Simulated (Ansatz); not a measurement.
Total energies of CH6BClSi, SMILES `CB[SiH2]Cl`.

Cartesian coordinates in Å:
```
C -1.3882 0.5635 0.5277
B -0.4636 -0.5629 -0.0030
Si 1.4815 -0.2028 -0.3815
Cl 2.4020 -1.7025 -1.4663
H -0.8997 1.4480 0.9406
H -1.9311 0.8967 -0.3748
H -2.1647 0.2104 1.2113
H -0.9275 -1.6459 -0.2204
H 2.2203 -0.0690 0.9060
H 1.6709 1.0644 -1.1397
```

The species carries charge 0 and has multiplicity 1. The structure was optimised at the PBE0-D4/def2-TZVP level. It is one conformer, not always the lowest. Basis def2-TZVPP, the Gaussian-basis code of Ansatz.

RPA on PBE orbitals: Hartree–Fock energy of these orbitals -814.51087 Eh, correlation -1.05151 Eh (frozen core).

```csv
functional,energy without D4 (Eh),D4 term (kJ/mol)
PBE,-815.87954,-18.9
r2SCAN0,-816.21738,-5.5
```

Question: Give the same for LDA (SPW92), revPBE, BLYP, r2SCAN, B97M-V, PBE0, B3LYP, r2SCANh, HSE06 (plane-wave form), BHLYP, CAM-B3LYP, LC-ωPBE, ωB97X-V, ωB97M-V, B2PLYP, PBE-QIDH. (Estimate.)

Answer: Ansatz gave: 
```tsv
functional	energy without D4 (Eh)	D4 term (kJ/mol)
LDA (SPW92)	-812.97739	–
revPBE	-816.16186	-54.9
BLYP	-816.27572	-41.1
r2SCAN	-816.22616	-4.6
B97M-V	-816.15077	–
PBE0	-815.96575	-16.0
B3LYP	-816.37723	-30.5
r2SCANh	-816.22231	-5.0
HSE06 (plane-wave form)	-815.94647	-15.0
BHLYP	-816.29306	-24.1
CAM-B3LYP	-816.30489	-16.4
LC-ωPBE	-816.06785	–
ωB97X-V	-816.19991	–
ωB97M-V	-816.23651	–
B2PLYP	-816.00806	–
PBE-QIDH	-815.78794	–
```

B3LYP takes the VWN-RPA correlation (the form of Gaussian; ORCA's B3LYP/G). HSE06 is the plane-wave form, built on full-range PBE exchange. The double hybrids freeze the cores in their second-order part.

LC-ωPBE has ω = 0.4 bohr⁻¹.
